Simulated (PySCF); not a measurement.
# Polarisability and C₆ of Ba²⁺ (barium, charge +2)

[Xe], closed-shell 1S. Computed with PySCF 2.14 in aug-cc-pwCVTZ-X2C with one added diffuse shell each of s, p, d, f type (12s11p9d5f, 125 functions), with the spin-free X2C one-electron Hamiltonian (Gaussian nucleus). Coupled (time-dependent) response in atomic units; α is the mean over directions.

```json
{"method": "M06", "mean α (bohr³)": "10.92", "C₆ (like pair)": "79.37", "S(−4)": "15.86"}
```

S(−4) is the Cauchy moment in α(ω) = α(0) + S(−4) ω² + …

α(iu) at M06:

| u (hartree) | α(iu) (bohr³) |
| --- | --- |
| 0 | 10.92 |
| 0.0500 | 10.88 |
| 0.100 | 10.76 |
| 0.200 | 10.32 |
| 0.300 | 9.672 |
| 0.500 | 8.080 |
| 0.750 | 6.185 |
| 1.00 | 4.722 |
| 1.50 | 2.924 |
| 2.00 | 1.988 |
| 3.00 | 1.125 |
| 5.00 | 0.5411 |

For an ion, C₆ is the dispersion term alone; charge-induced terms of lower order in 1/R come first.

Spin-orbit coupling, which splits the p, d and f shells strongly at this Z, is absent.
